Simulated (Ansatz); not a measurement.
B₇H₆I⁻, that is [closo-1-(I)B7H6]2- with one electron fewer. Charge -1, multiplicity 2. Geometry B3LYP-D4/def2-SVPD, that of the charge -2 singlet; atoms count from 1.

Cartesian coordinates in Å:
```
B 1.221 0.599 -0.416
B 1.064 -0.880 0.343
B -0.153 -0.441 -0.891
B -1.385 0.252 0.204
B -0.547 -1.094 0.726
B 0.187 0.537 1.085
B -0.292 1.298 -0.502
H 2.252 1.072 -0.850
H 1.960 -1.670 0.558
I -0.513 -1.476 -2.982
H -2.582 0.429 0.300
H -1.028 -2.068 1.269
H 0.372 1.072 2.164
H -0.555 2.369 -1.009
```

In the def2 sets I takes a core potential; there is no spin–orbit coupling. An occupied level of the charge -1 doublet lies above an empty one (by up to 0.01 eV), so this SCF solution is probably not the lowest. The gap within one spin of the charge -1 doublet nearly closes, so an electron or hole may be smeared out by delocalisation error.

**Question.** Estimate the Mulliken populations from the PBE/def2-TZVPD orbitals of Ansatz.

**Answer.** 
```
atom  charge (e)  spin (α − β)
  B1       -0.20          0.01
  B2       -0.14          0.08
  B3        0.65          0.06
  B4       -0.08          0.22
  B5       -0.08          0.22
  B6       -0.44          0.08
  B7       -0.14          0.08
  H8       -0.04          0.07
  H9       -0.04          0.04
 I10       -0.33          0.09
 H11       -0.04          0.00
 H12       -0.04          0.00
 H13       -0.05          0.00
 H14       -0.04          0.04
```
Mulliken values and Mayer orders depend strongly on the basis. With diffuse functions, as here, like atoms can get unlike values, and bond orders can come out too low or too high.

**Question.** Where does the spin sit?

**Answer.** Summed by element: B 0.75, H 0.16, I 0.09, of 1 unpaired in all. Largest on single atoms: B4 0.22, B5 0.22, I10 0.09.

**Question.** And the Mayer bond orders between bonded heavy atoms (over 0.3)?

**Answer.** B1–B2 0.48 (1.67 Å); B1–B3 0.93 (1.79 Å); B1–B6 0.87 (1.82 Å); B1–B7 0.47 (1.67 Å); B2–B3 0.96 (1.79 Å); B2–B5 0.36 (1.67 Å); B2–B6 0.94 (1.82 Å); B3–B4 1.13 (1.79 Å); B3–B5 1.13 (1.79 Å); B3–B7 0.97 (1.79 Å); B4–B5 0.33 (1.67 Å); B4–B6 0.93 (1.82 Å); B4–B7 0.35 (1.67 Å); B5–B6 0.93 (1.82 Å); B6–B7 0.94 (1.82 Å). Values over 0.3 also appear between atoms too far apart for a bond (B1–B4 0.66 at 2.70 Å; B1–B5 0.67 at 2.70 Å; B1–I10 0.34 at 3.73 Å; B2–B4 0.58 at 2.70 Å; B2–B7 0.72 at 2.70 Å; B2–I10 0.36 at 3.73 Å; B3–B6 0.36 at 2.23 Å; B4–I10 0.38 at 3.73 Å); they arise where an orbital or an unpaired electron spreads over both atoms.
